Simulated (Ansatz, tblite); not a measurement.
Cost and result up the ladder for [Cu(H2O)2]+ (CuO₂H₄⁺) (7 atoms). The state is a singlet with charge 1. Geometry: PBE0-D4/def2-TZVP.

```csv
atom,x (Å),y (Å),z (Å)
Cu1,0.001,0.002,0.000
O2,1.587,-0.390,0.982
H3,2.383,0.151,0.958
H4,1.831,-1.273,1.280
O5,-1.583,0.400,-0.984
H6,-1.870,1.292,-1.205
H7,-2.348,-0.183,-1.031
```

Ansatz on 4 threads of Arm Neoverse V1 on a shared host; xTB runs through tblite on one thread. Times are rough, summed over both states, and most runs start from the orbitals of an earlier one. PBE0-D4/def2-TZVP serves as the yardstick here, not as an exact answer. The other state is a doublet.

The xTB rows come from tblite.

Raw xTB energies of ions are shifted by several eV.

| level | functions | wall time | vertical IE (eV) | difference from PBE0-D4/def2-TZVP (eV) |
| --- | --- | --- | --- | --- |
| GFN1-xTB | 25 | 0.006 s | 18.93 | 3.70 |
| PBE-D4/def2-TZVP | 131 | 2.8 s | 15.35 | 0.12 |
| PBE0-D4/def2-TZVP (with forces) | 131 | 5.9 s | 15.23 | 0.00 |
| r2SCAN-D4/def2-TZVP | 131 | 6.5 s | 15.23 | 0.00 |
